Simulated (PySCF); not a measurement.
PySCF input file for Te(Et)(SMe) (C3H8STe), SMILES CC[Te]SC, PBE-D3(BJ)/def2-SVP. The structure is a stationary point at PBE-D3(BJ)/def2-SVP. The def2 effective core potentials stand for the cores of Te; spin–orbit coupling is left out. Other conformers were not sampled.

```python
import numpy as np
from pyscf import gto, scf, dft, df
from pyscf.hessian import thermo

mol = gto.M(
    atom='''
    Te   -0.08061905   -0.11323528    0.88925139
    C    -0.63508947   -1.88445369   -0.30613588
    C    -1.15720143   -1.54562757   -1.69114141
    H    -1.39152062   -2.39254791    0.32828859
    H     0.26832652   -2.52297461   -0.34282022
    H    -0.39936997   -0.96769368   -2.25981927
    H    -2.08879379   -0.94601854   -1.64653117
    H    -1.37103725   -2.47245343   -2.26578030
    S     1.25339512    0.99762240   -0.80512449
    C     0.05851773    2.12153359   -1.62677690
    H    -0.75358412    1.55998338   -2.12595547
    H     0.64462138    2.67092875   -2.39207624
    H    -0.36813443    2.84833823   -0.91006103
    ''',
    basis='def2-SVP',
    ecp={'Te': 'def2-svp'},
    charge=0,
    spin=0,
    max_memory=1600,
    verbose=3,
)
mf = dft.RKS(mol, xc='pbe').density_fit(auxbasis='def2-universal-jkfit')
mf.disp = 'd3bj'
mf.grids.level = 3
mf.conv_tol = 1e-11
mf.max_cycle = 100
mf.kernel()

# [left out here: the lines that compute and print the analytic Hessian (its translational invariance restored by hand, since the grid's response is missing), thermochemistry and intensities]
```

Output:

```
converged SCF energy = -784.801102138146

WARN: DFTD3 does not support analytical Hessian, using finite difference


WARN: Mole.unit (angstrom) is changed to Bohr

Mode                                 0                   1                   2
Irrep
Freq [cm^-1]                       65.4989             91.5656            121.2859
Reduced mass [au]                   2.1444              2.8852              1.7799
Force const [Dyne/A]                0.0054              0.0143              0.0154
Char temp [K]                      94.2384            131.7425            174.5034
Normal mode                   x     y     z       x     y     z       x     y     z
       0  Te                -0.01  0.00 -0.01    0.01 -0.01  0.01    0.01 -0.00 -0.02
       1   C                 0.11 -0.02 -0.02   -0.00  0.04 -0.05   -0.08 -0.03  0.06
       2   C                -0.13 -0.04  0.06   -0.03  0.09 -0.02   -0.04 -0.08  0.03
       3   H                 0.28 -0.18  0.06    0.01  0.01 -0.06   -0.14  0.08  0.08
       4   H                 0.21  0.13 -0.17   -0.00  0.04 -0.09   -0.14 -0.11  0.12
       5   H                -0.28  0.07 -0.03   -0.03  0.08 -0.03    0.02 -0.19 -0.01
       6   H                -0.20 -0.16  0.21   -0.01  0.13  0.02    0.02  0.01 -0.03
       7   H                -0.10 -0.05  0.06   -0.09  0.12 -0.04   -0.11 -0.10  0.09
       8   S                 0.03  0.02  0.03    0.01  0.03  0.04    0.02  0.06  0.04
       9   C                 0.05  0.02 -0.01   -0.04 -0.13 -0.12    0.01  0.02  0.01
      10   H                 0.06  0.02 -0.01    0.09 -0.25 -0.21    0.21 -0.01 -0.29
      11   H                 0.07  0.00  0.00   -0.02 -0.07 -0.06    0.08  0.29  0.25
      12   H                 0.04  0.03 -0.02   -0.22 -0.18 -0.18   -0.27 -0.20  0.07
Mode                                 3                   4                   5
Irrep
Freq [cm^-1]                      154.2767            186.3527            257.0609
[...]
       4   H                -0.01  0.13 -0.08   -0.23 -0.31 -0.30   -0.18 -0.11 -0.51
       5   H                 0.10  0.01  0.30    0.00  0.07  0.17   -0.16  0.16 -0.20
       6   H                 0.13  0.02  0.30    0.10  0.12  0.03    0.03 -0.14  0.31
       7   H                -0.00  0.03 -0.04   -0.05  0.10 -0.26   -0.20  0.00  0.04
       8   S                 0.00 -0.00 -0.00    0.00  0.00  0.00   -0.00 -0.00 -0.00
       9   C                -0.00 -0.00  0.00   -0.00  0.00 -0.00    0.00 -0.00  0.00
      10   H                 0.00  0.00 -0.00    0.00 -0.01  0.00   -0.01  0.01  0.00
      11   H                 0.00 -0.00  0.00    0.00  0.00  0.00   -0.01  0.01 -0.00
      12   H                 0.00  0.00 -0.00    0.02 -0.00  0.01   -0.01  0.00 -0.01
Mode                                18                  19                  20
Irrep
Freq [cm^-1]                     1270.3135           1331.8576           1381.1713
Reduced mass [au]                   1.1505              1.2326              1.0513
Force const [Dyne/A]                1.0938              1.2883              1.1816
Char temp [K]                    1827.6982           1916.2465           1987.1981
Normal mode                   x     y     z       x     y     z       x     y     z
       0  Te                 0.00  0.00 -0.00    0.00  0.00 -0.00   -0.00  0.00  0.00
       1   C                 0.00  0.00 -0.00    0.00  0.01  0.00   -0.00 -0.00 -0.00
       2   C                -0.00 -0.00  0.00   -0.05  0.02 -0.12    0.00 -0.01  0.00
       3   H                -0.00 -0.01 -0.02    0.08 -0.11  0.01    0.01 -0.00  0.01
       4   H                -0.00 -0.00  0.01   -0.05 -0.09  0.10   -0.00 -0.01  0.00
       5   H                -0.01  0.02  0.01    0.31  0.06  0.40   -0.05  0.05 -0.01
       6   H                 0.02  0.03 -0.01    0.01  0.05  0.46    0.03  0.05 -0.03
       7   H                 0.01 -0.01  0.01    0.13 -0.32  0.40    0.01 -0.01  0.01
       8   S                 0.00 -0.01  0.00   -0.00  0.00  0.00    0.00  0.00  0.00
       9   C                 0.06 -0.07  0.05   -0.00  0.00  0.00    0.02  0.04  0.04
      10   H                -0.16  0.44 -0.21    0.00  0.00 -0.01    0.09  0.26 -0.36
      11   H                -0.47  0.27 -0.13   -0.00 -0.01 -0.01   -0.14 -0.51 -0.47
      12   H                -0.22  0.25 -0.40   -0.00 -0.01  0.01   -0.16 -0.34  0.30
Mode                                21                  22                  23
Irrep
Freq [cm^-1]                     1391.2575           1400.2771           1407.2021
Reduced mass [au]                   1.1223              1.0526              1.0389
Force const [Dyne/A]                1.2798              1.2160              1.2121
Char temp [K]                    2001.7097           2014.6869           2024.6505
Normal mode                   x     y     z       x     y     z       x     y     z
       0  Te                 0.00  0.00  0.00    0.00 -0.00  0.00    0.00  0.00 -0.00
       1   C                -0.02  0.05 -0.07   -0.00  0.00 -0.00    0.02  0.01 -0.02
       2   C                 0.00  0.01  0.04   -0.00  0.00  0.00    0.04  0.02 -0.00
       3   H                 0.45 -0.42  0.15    0.03 -0.02  0.02    0.04 -0.05 -0.04
       4   H                -0.27 -0.35  0.49   -0.02 -0.01  0.02   -0.04 -0.08  0.10
       5   H                -0.07 -0.06 -0.13   -0.00 -0.06 -0.07    0.23  0.07  0.33
       6   H                 0.02  0.04 -0.06    0.01  0.02  0.06   -0.29 -0.46 -0.26
       7   H                 0.09  0.04 -0.05    0.09  0.01 -0.04   -0.62  0.10  0.09
       8   S                -0.00  0.00 -0.00   -0.00 -0.00  0.00   -0.00 -0.00  0.00
       9   C                 0.00  0.00 -0.00   -0.05 -0.01  0.03   -0.00 -0.00  0.01
      10   H                -0.03  0.01  0.04    0.42 -0.23 -0.45    0.05 -0.01 -0.07
      11   H                 0.02  0.00  0.01   -0.28  0.11 -0.08   -0.04 -0.01 -0.03
      12   H                -0.03 -0.02 -0.01    0.56  0.27  0.09    0.05  0.02  0.02
Mode                                24                  25                  26
Irrep
Freq [cm^-1]                     1429.4634           2957.4862           2973.1657
Reduced mass [au]                   1.0430              1.0367              1.0305
Force const [Dyne/A]                1.2556              5.3425              5.3672
Char temp [K]                    2056.6796           4255.1641           4277.7235
Normal mode                   x     y     z       x     y     z       x     y     z
       0  Te                -0.00 -0.00 -0.00   -0.00 -0.00 -0.00   -0.00 -0.00  0.00
       1   C                -0.00  0.02  0.02   -0.00 -0.00  0.00    0.00  0.00 -0.00
       2   C                -0.02  0.05  0.00    0.01  0.00  0.05   -0.00 -0.00 -0.00
       3   H                -0.02 -0.01 -0.02    0.02  0.01 -0.01   -0.00 -0.00  0.00
       4   H                -0.02  0.00 -0.06   -0.01  0.00  0.00    0.00 -0.00  0.00
       5   H                 0.34 -0.58 -0.16    0.37  0.28 -0.27   -0.00 -0.00  0.00
       6   H                -0.23 -0.34  0.36   -0.41  0.27  0.03    0.00 -0.00 -0.00
       7   H                 0.15  0.18 -0.31   -0.12 -0.55 -0.33    0.00  0.01  0.01
       8   S                 0.00  0.00  0.00    0.00  0.00 -0.00    0.00  0.00 -0.00
       9   C                 0.01  0.00  0.00   -0.00  0.00 -0.00   -0.02  0.03 -0.03
      10   H                -0.04  0.07 -0.00    0.01  0.01  0.00    0.38  0.28  0.23
      11   H                -0.00 -0.04 -0.04   -0.00 -0.00  0.00   -0.35 -0.32  0.44
      12   H                -0.07 -0.04  0.00    0.00 -0.00 -0.01    0.19 -0.33 -0.35
Mode                                27                  28                  29
Irrep
Freq [cm^-1]                     2996.5410           3039.9219           3056.3234
Reduced mass [au]                   1.0617              1.1013              1.1035
Force const [Dyne/A]                5.6166              5.9961              6.0731
Char temp [K]                    4311.3554           4373.7707           4397.3689
Normal mode                   x     y     z       x     y     z       x     y     z
       0  Te                 0.00  0.00  0.00    0.00 -0.00 -0.00    0.00  0.00 -0.00
       1   C                 0.01  0.05 -0.04    0.00  0.01 -0.01    0.04 -0.01 -0.01
       2   C                -0.00 -0.01  0.00    0.02  0.08  0.01   -0.07  0.02  0.03
       3   H                -0.57 -0.36  0.47   -0.08 -0.05  0.07   -0.15 -0.11  0.13
       4   H                 0.42 -0.27 -0.02    0.04 -0.03 -0.00   -0.34  0.23  0.01
       5   H                 0.07  0.05 -0.05   -0.40 -0.29  0.30    0.32  0.26 -0.24
       6   H                -0.03  0.02  0.00    0.25 -0.14 -0.01    0.56 -0.36 -0.03
       7   H                 0.01  0.06  0.04   -0.13 -0.57 -0.35   -0.03 -0.09 -0.05
       8   S                -0.00 -0.00 -0.00   -0.00 -0.00  0.00   -0.00 -0.00  0.00
       9   C                 0.00  0.00  0.00    0.00  0.00 -0.00    0.00  0.00 -0.00
      10   H                -0.00 -0.00 -0.00   -0.00 -0.00 -0.00   -0.01 -0.00 -0.00
      11   H                 0.00  0.00 -0.00   -0.00 -0.00  0.01   -0.00 -0.00  0.01
      12   H                 0.00  0.00 -0.00    0.00 -0.00 -0.00    0.00 -0.00 -0.00
Mode                                30                  31                  32
Irrep
Freq [cm^-1]                     3077.4987           3080.2468           3098.8847
Reduced mass [au]                   1.1059              1.1045              1.1097
Force const [Dyne/A]                6.1712              6.1742              6.2788
Char temp [K]                    4427.8355           4431.7893           4458.6051
Normal mode                   x     y     z       x     y     z       x     y     z
       0  Te                 0.00 -0.00 -0.00   -0.00 -0.00  0.00   -0.00  0.00  0.00
       1   C                -0.07  0.02  0.02   -0.00  0.00  0.00   -0.00  0.00  0.00
       2   C                -0.04  0.01  0.02   -0.00 -0.00  0.00   -0.00  0.00  0.00
       3   H                 0.29  0.20 -0.24    0.01  0.01 -0.01    0.00  0.00 -0.00
       4   H                 0.58 -0.40 -0.02    0.02 -0.02 -0.00    0.01 -0.00 -0.00
       5   H                 0.17  0.14 -0.13    0.01  0.01 -0.01    0.00  0.00 -0.00
       6   H                 0.32 -0.21 -0.02    0.00 -0.00 -0.00    0.01 -0.01 -0.00
       7   H                -0.02 -0.06 -0.04    0.00  0.00  0.00   -0.00 -0.00 -0.00
       8   S                 0.00  0.00 -0.00   -0.00  0.00 -0.00    0.00  0.00  0.00
       9   C                -0.00 -0.00  0.00    0.07  0.02 -0.05   -0.02 -0.07 -0.06
      10   H                 0.01  0.00  0.00   -0.31 -0.23 -0.21    0.49  0.35  0.29
      11   H                 0.01  0.01 -0.02   -0.38 -0.35  0.49    0.00 -0.01 -0.01
      12   H                 0.01 -0.02 -0.02   -0.16  0.30  0.30   -0.26  0.43  0.44
temperature 298.1500 [K]
pressure 101325.00 [Pa]
Rotational constants [GHz] 2.36663 1.64195 1.11692
Symmetry number 1
Zero-point energy (ZPE) 0.10101 [Eh]   265199.212 [J/mol]
                           tot       elec      trans        rot        vib
Entropy [J/mol/K]       389.387      0.000    175.057    120.060     94.271
Cv [J/mol/K]            113.472      0.000     12.472     12.472     88.529
Cp [J/mol/K]            121.787      0.000     20.786     12.472     88.529
Internal energy [J/mol]                      3718.434   3718.434 279836.509
Internal energy [Eh]   -784.69169  -784.80110
Enthalpy [J/mol]                             6197.391   3718.434 279836.509
Enthalpy [Eh]          -784.69074
Gibbs free energy [J/mol]                  -45995.824 -32077.347 251729.723
Gibbs free energy [Eh] -784.73496
mode   freq/cm-1   IR/(km/mol)
   1       65.50         0.139
   2       91.57         1.473
   3      121.29         0.189
   4      154.28         1.737
   5      186.35         0.455
   6      257.06         0.105
   7      275.83         0.225
   8      340.79         3.141
   9      465.13         3.508
  10      675.26         2.403
  11      697.05         8.110
  12      920.99         7.550
  13      923.53         8.482
  14      927.57         6.749
  15      945.98         4.290
  16     1041.23         0.460
  17     1157.27        47.435
  18     1199.57         2.322
  19     1270.31         3.830
  20     1331.86         3.583
  21     1381.17         7.962
  22     1391.26         2.552
  23     1400.28         9.685
  24     1407.20         7.762
  25     1429.46         5.045
  26     2957.49        26.095
  27     2973.17        19.390
  28     2996.54         7.461
  29     3039.92        10.509
  30     3056.32         2.905
  31     3077.50         8.653
  32     3080.25         1.694
  33     3098.88         3.328
max |gradient| / (hartree/bohr): 6.086103493619001e-05
APT charges: [ 0.134   0.0693 -0.0521 -0.0295 -0.0366  0.0289  0.0076 -0.0165 -0.1312
 -0.      0.0061  0.0101  0.0098]
```

Self-consistency was reached.
